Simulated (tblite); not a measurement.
Compound: C9H14P (charge +1).
Structure used (GFN2-xTB), in Å, numbered top down from 1:
```
atom  x, y, z in Å
C1     0.9762    2.6458   -1.5095
C2    -0.0185    1.7696   -1.4009
C3     0.0665    0.5839   -0.5860
C4    -0.7771   -0.4863   -0.5103
C5    -2.0318   -0.6514   -1.2815
C6    -0.3437   -1.5452    0.4219
C7    -1.1402   -2.7804    0.5951
C8     0.8136   -1.2879    1.0753
P9     1.4221    0.3030    0.5704
C10    1.5672    1.4948    1.9199
H11    0.8963    3.5234   -2.1246
H12    1.9190    2.4983   -0.9989
H13   -0.9390    1.9247   -1.9441
H14   -2.2372    0.2066   -1.9123
H15   -1.9671   -1.5366   -1.9138
H16   -2.8732   -0.7983   -0.6051
H17   -0.6734   -3.4503    1.3110
H18   -1.2425   -3.2993   -0.3572
H19   -2.1445   -2.5399    0.9413
H20    1.2967   -1.9343    1.7860
H21    2.6477    0.1916   -0.0528
H22    0.6039    1.5611    2.4277
H23    1.8409    2.4758    1.5323
H24    2.3263    1.1510    2.6239
```

Computed with GFN2-xTB (tblite): harmonic, unscaled wavenumbers at the GFN2-xTB geometry, gas phase. The method is semi-empirical: single wavenumbers can be off by several per cent or more. Modes of hydrogen on phosphorus can be 10 to 20 % off. One conformer, not necessarily the lowest.

Harmonic wavenumbers (cm⁻¹): 77.7, 82.9, 98.8, 131.1, 138.4, 157.2, 176.0, 182.7, 270.3, 298.1, 306.7, 338.0, 401.5, 427.3, 488.6, 518.7, 570.2, 613.1, 655.0, 707.7, 720.5, 748.4, 793.2, 821.0, 849.2, 889.0, 891.8, 926.6, 959.0, 985.7, 997.0, 1000.5, 1003.9, 1041.9, 1097.3, 1140.0, 1226.3, 1272.0, 1302.8, 1308.6, 1379.0, 1381.8, 1382.9, 1385.8, 1393.4, 1435.7, 1437.8, 1450.7, 1457.5, 1539.2, 1590.7, 1642.6, 2394.1, 2985.4, 2991.6, 2999.2, 3006.4, 3012.8, 3020.6, 3028.6, 3046.4, 3068.7, 3081.1, 3088.6, 3118.0, 3152.5.

A = 1584, B = 1010, C = 665.3 MHz; mass 153.083 u (most abundant isotopes); point group C1, symmetry number 1.

**Question.** Zero-point energy?

**Answer.** Half the sum of the wavenumbers: 43043 cm⁻¹ = 123.07 kcal/mol.

**Question.** Entropy at 298.15 K, 1 bar (ideal gas, RRHO, classical rotation)?

**Answer.** Translation 41.01, rotation 30.09, vibration 37.11: S = 108.2 cal/(mol K).

**Question.** And Cp and H(298.15 K) − H(0)?

**Answer.** Cp = 48.57 cal/(mol K), of which vibrations give 40.62 (their classical limit is 66 R = 131.2); H(298.15 K) − H(0) = 8.45 kcal/mol without the zero-point energy, 6.08 from vibrations.

**Question.** What must be added to the electronic energy to get the Gibbs energy at 298.15 K and 1 bar?

**Answer.** ZPE + [H(298.15 K) − H(0)] − T·S = 123.07 + 8.45 − 32.26 = 99.26 kcal/mol.

**Question.** How do the functions run with temperature in this model?

**Answer.** 
```csv
T (K),S (cal/(mol K)),Cp (cal/(mol K)),H − H(0) (kcal/mol),G − H(0) (kcal/mol),ln q(vib)
100,72.0,22.4,1.42,-5.78,1.67
200,91.6,35.5,4.32,-14.00,5.03
300,108.5,48.8,8.54,-24.01,8.48
500,139.2,72.0,20.75,-48.85,15.31
800,178.3,94.3,45.99,-96.67,25.08
1000,200.5,104.1,65.88,-134.60,31.11
```

q(vib) and H(0) count from the zero-point level.

**Question.** Blend soft modes into free rotors: weight 1/[1 + (100 cm⁻¹/ν̃)⁴] for the oscillator and the rest for a rotor with moment μB/(μ + B), μ = h/(8π²ν), B = 10⁻⁴⁴ kg m². What vibrational entropy results?

**Answer.** 35.49 cal/(mol K) in place of 37.11, which changes −T·S at 298.15 K by +0.48 kcal/mol.

Hindered rotation and anharmonicity are outside this model. Other conformers, if any are populated, would add a mixing term that is left out. The structure is chiral; the term R ln 2 for an equal mix with its mirror image is left out.
